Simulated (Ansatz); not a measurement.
`CO[Si]Cl` → `[SiH]Cl` + `C=O` at 500 K and 1 bar (β-hydride elimination).

Gas-phase electronic energies from Ansatz, PBE0-D4/def2-TZVP geometries. CCSD(T)/CBS is the MP2 limit (def2-TZVPP, def2-QZVPP) plus CCSD(T) − MP2 in def2-TZVPP, frozen cores. This one scheme is used for every species. Each species was taken in one conformer, which may not be the lowest.

| species | CCSD(T)/CBS energy (Eh) | H − E (kJ/mol) | S (J/(mol·K)) |
| --- | --- | --- | --- |
| `CO[Si]Cl` | -863.93892 | 150.1 | 365.4 |
| `[SiH]Cl` | -749.43948 | 39.6 | 274.0 |
| `C=O` | -114.39408 | 87.9 | 238.5 |

H − E and S are ideal-gas, rigid-rotor, harmonic terms from PBE0-D4/def2-TZVP, for one conformer and one mirror image of each species. 1 Eh = 2625.50 kJ/mol, R = 8.31446 J/(mol·K).

Question: By hand: ΔE, ΔH, ΔS and ΔG.

Answer: ΔE = (-749.43948) + (-114.39408) − (-863.93892) = 0.10536 Eh = 276.6 kJ/mol. Δ(H − E) = 39.6 + 87.9 − 150.1 = -22.6, so ΔH = 254.0 kJ/mol. ΔS = 274.0 + 238.5 − 365.4 = 147.1 J/(mol·K). ΔG = 254.0 − 500 × (147.1)/1000 = 180.4 kJ/mol.

Question: By hand: the equilibrium constant, and the temperature at which ΔG would vanish if ΔH and ΔS stayed fixed.

Answer: log₁₀ K = −ΔG/(RT ln 10) = -18.8. ΔG = 0 at ΔH/ΔS = 1727 K.

The number of gas molecules changes by +1, which sets the sign of ΔS. A doubt of 5 kJ/mol in ΔE shifts log₁₀ K by 0.5 here. Other conformers and mirror images would add mixing entropy, several J/(mol·K) or more a flexible species. These are equilibria of isolated gas molecules and say nothing of rates. Largest T1 diagnostic: 0.015 (customary marks: 0.02 for closed shells, 0.045 for open ones).
